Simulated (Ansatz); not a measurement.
Two structures of GaH$_{5}$O$_{2}$, closed shell, reached by relaxing down either side of one saddle point (PBE0-D4/def2-TZVP). Energies are electronic, without zero-point energy. Program: Ansatz 0.2.0. Basis: def2-TZVPP and def2-QZVPP. Cores are frozen in the correlated methods. Filled d shells of the heavier atoms are correlated. The def2 sets are not built for correlating such inner shells, so the correlated values are less sure here. Extrapolation: Hartree–Fock as exp(−7.88 √X), correlation as X^−2.97. First:

```
atom    x (Å)    y (Å)    z (Å)
 Ga1  -0.7160  -0.2797  -1.0851
  H2  -0.3051  -1.7911  -1.3047
  H3  -0.0282   0.8396  -1.9471
  H4  -2.0596   0.0224  -0.3246
  H5   0.5118  -0.9231   1.2469
  O6   0.6741  -0.1957   0.6304
  O7   0.5340   0.9498   1.4642
  H8   1.3890   1.3776   1.3199
```

Second:

Ga1  (-0.492, 0.432, -0.850)
H2  (-0.210, -2.209, -0.499)
H3  (0.030, 0.366, -2.315)
H4  (-1.917, 0.283, -0.251)
H5  (0.298, -1.899, -0.041)
O6  (0.873, 0.843, 0.274)
O7  (0.400, 0.787, 1.631)
H8  (1.018, 1.397, 2.050)
(Å)

Task: Which bonds change from the first to the second?

Result: H₂O₂ ([OH][OH]) + GaH₃ → GaH₃O₂ ([OH][O][GaH2]) + H₂; bonds formed: H2–H5; dative contacts that become bonds: Ga1–O6; bonds broken: Ga1–H2, H5–O6.

Task: Give the saddle point's structure and its height above each. (Judge from chemistry; the value comes from the calculation.)

Result: The calculation gives: 89.8 kJ/mol above the first and 97.7 kJ/mol above the second (CCSD(T) at an estimated basis limit (MP2 extrapolated from triple and quadruple zeta, plus CCSD(T) − MP2 in triple zeta)).
```json
{"atom": "Ga1", "x (Å)": "-0.6298", "y (Å)": "0.0235", "z (Å)": "-0.9797"}
{"atom": "H2", "x (Å)": "-0.0695", "y (Å)": "-1.5932", "z (Å)": "-0.3509"}
{"atom": "H3", "x (Å)": "-0.0648", "y (Å)": "0.1959", "z (Å)": "-2.4174"}
{"atom": "H4", "x (Å)": "-2.0065", "y (Å)": "0.3420", "z (Å)": "-0.3430"}
{"atom": "H5", "x (Å)": "0.4920", "y (Å)": "-0.9335", "z (Å)": "0.1333"}
{"atom": "O6", "x (Å)": "0.8724", "y (Å)": "0.3038", "z (Å)": "0.3246"}
{"atom": "O7", "x (Å)": "0.3029", "y (Å)": "0.7508", "z (Å)": "1.5597"}
{"atom": "H8", "x (Å)": "1.1033", "y (Å)": "0.9107", "z (Å)": "2.0735"}
```

No T1 diagnostic of these runs exceeds 0.016.

Labels in which every atom is bracketed show which atoms are joined, not bond orders.

For scale, one of the runs: CCSD(T)/def2-TZVPP, 180 basis functions, launched by `ansatz run in.yaml --threads 4 --pin off --events-out ev --progress --plain --max-ram 9574MiB`. Hardware: 4 CPU threads of an Arm Neoverse V2, shared host. Wall time 53 s; peak host memory 1.8 GiB.
